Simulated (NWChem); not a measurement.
System: GeSiH₄S, singlet; SMILES [SiH3][Ge][SH]

The following NWChem deck was run.

```
start job
memory heap 200 mb stack 900 mb global 1100 mb
geometry units angstroms noautoz
  Ge    -0.732647     0.180896    -0.567409
  S      0.802001     1.500927     0.404908
  H      0.149415     2.689145     0.216289
  Si     0.671250    -1.816902    -0.089262
  H      1.972262    -1.545148     0.624503
  H      0.982249    -2.518028    -1.391111
  H     -0.131679    -2.789578     0.742788
end
basis spherical
  * library 6-31g*
end
dft
  xc hfexch
  iterations 150
  mulliken
end
task dft energy
```

Low-valent species are run as closed-shell singlets; no triplet was tried in these runs. The geometry was optimised at PBE-D3(BJ)/def2-SVP.

Question: Predict the main results of this run. (Hartree-Fock/6-31G* (spherical d).) Quantities: basis functions; energy (Ha); highest occupied level (eV); orbital gap (eV); dipole (D).

Answer: The number of basis functions is 76. The energy (Ha) is -2763.83, the highest occupied level (eV) is -8.78 and the orbital gap (eV) is 8.90. The dipole (D) is 1.42.
